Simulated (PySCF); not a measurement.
Atom-mapped SMILES (the numbers label the heavy atoms): `[CH3:1][C:2](=[O:3])[c:4]1[p:5][cH:6][p:7][c:8]([SiH3:9])[c:10]1[F:11]`. Each H is labelled by its parent atom.

Computed data (PySCF): GFN2-xTB geometry, NMR shieldings at PBE0/pcSseg-1/GIAO. No solvent, no relativistic terms, fast rotation and ring inversion assumed for equivalent nuclei, a single conformation.

Shifts are taken against calculated references (same method and geometry level): 13C and 1H and 29Si vs TMS; 17O against H2O; 31P vs H3PO4; CFCl3 for 19F.

| atoms | nucleus | count | Hirshfeld charge | δ (ppm) |
| --- | --- | --- | --- | --- |
| P5 | 31P | 1 | 0.17 | ? |
| O3 | 17O | 1 | -0.23 | 657.5 |
| H(Si9) | 1H | 3 | -0.07 | ? |
| H(C6) | 1H | 1 | 0.04 | 10.77 |
| C2 | 13C | 1 | 0.15 | 202.6 |
| C1 | 13C | 1 | -0.13 | 34.0 |
| Si9 | 29Si | 1 | 0.29 | -74.0 |
| C10 | 13C | 1 | 0.10 | 175.4 |
| P7 | 31P | 1 | 0.15 | ? |
| H(C1) | 1H | 3 | 0.05 | 2.89 |
| C6 | 13C | 1 | -0.18 | 196.3 |
| C8 | 13C | 1 | -0.17 | ? |
| C4 | 13C | 1 | -0.09 | 156.5 |
| F11 | 19F | 1 | -0.04 | -57.9 |

Question: Estimate the values marked ?.

Answer: 
- C8: 157.8 ppm, substituted aromatic carbon
- H(Si9): 4.89 ppm, hydrogen on a silicon bonded to C
- P5: 339.4 ppm, phosphorus bonded to 2 C, in a 6-membered ring
- P7: 339.3 ppm, phosphorus bonded to 2 C, in a 6-membered ring

Shifts are as computed. Against solution values, carbons near 30 ppm lie about +3 ppm off and those near 130 ppm about +5 ppm. Of 1211 compounds with measured shifts, 218 miss one by over three times the rms of a fit or turn the order of signals round; such compounds aren't used in these exercises. Unscaled 19F shifts against computed CFCl3 carry errors that often reach 10 to 50 ppm. Unscaled 17O shifts of doubly bonded oxygen tend to come out too high, by tens of ppm or more. Experimental scales use liquid or dissolved standards, which lie at an offset from isolated H2O (liquid H2O: subtract about 36 ppm) and H3PO4.
